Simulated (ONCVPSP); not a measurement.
# B (Z = 5), ONCV: configuration errors across variants

```json
{
 "Element": "B",
 "Generator": "ONCVPSP 4.0.1",
 "Type": "optimised norm-conserving Vanderbilt (ONCV)",
 "Functional": "PW91",
 "Relativity": "scalar-relativistic",
 "Frozen core": "[He]",
 "Valence charge": "3",
 "Reference configuration": "2s1.75 2p1.25",
 "Partial waves": "2s: rc 1.45 bohr, ncon 4, nbas 8, qcut 4.1 1/bohr, 3 projectors, debl 3.8 Ha; 2p: rc 2.20 bohr, ncon 5, nbas 10, qcut 5.5 1/bohr, 2 projectors, debl 2.4 Ha; d scattering state at 0.45 Ha: rc 1.95 bohr, ncon 3, nbas 6, qcut 4.4 1/bohr, 2 projectors, debl 0.9 Ha",
 "Local potential": "polynomial inside 0.95 bohr (lpopt 1, dvloc0 0 Ha)",
 "Core correction": "polynomial model core, fcfact 0.35"
}
```

All-electron excitation energies from the reference (eV): (1) 2s2 2p1 -1.460; (2) 2s2 2p0 6.808; (3) 2s1 2p0 32.276; (4) 2s0 2p3 10.259.

2 further variants failed, have other tests or another functional or relativity, and are left out.

Errors AE − PS in meV (a dash: test not solved or not reliable):

| change | (1) | (2) | (3) | (4) | bound ghosts | GHOST(+) flags above zero |
| --- | --- | --- | --- | --- | --- | --- |
| base | -0.1 | +34 | +107 | -1.7 | none | none |
| d: rc 2.24 | -0.1 | +34 | +107 | -1.7 | none | none |
| local potential polynomial inside 1.05 bohr (lpopt 5, dvloc0 1 Ha) | -0.1 | +34 | +107 | -1.7 | none | none |
| p: qcut 4.4 | -0.3 | +46 | +149 | -15 | none | none |
| d: ncon 4, nbas 7 | -0.1 | +34 | +107 | -1.7 | none | none |
| core correction polynomial model core, fcfact 0.22 | -0.1 | +35 | +115 | -1.1 | none | none |
| d: qcut 5.7 | -0.1 | +34 | +107 | -1.7 | none | none |
| local potential polynomial inside 0.95 bohr (lpopt 1, dvloc0 8 Ha) | -0.1 | +34 | +107 | -1.7 | none | none |

**Question.** Give the same row for: p: nbas 8.

**Answer.** 0.0, +31, +97, +2.4; bound ghosts: none; GHOST(+) flags above zero: none.
